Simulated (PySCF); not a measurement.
A structure optimised at PBE-D3(BJ)/def2-TZVPD, used in a PySCF frequency run:

```
Cs
I 1 3.3409
```
Charge 0, spin multiplicity 1.

Write its SMILES, formula and point group.

[I][Cs], CsI, C∞v

What are its rotational constants (standard atomic weights)?

0.69747 GHz (linear rotor, B only)
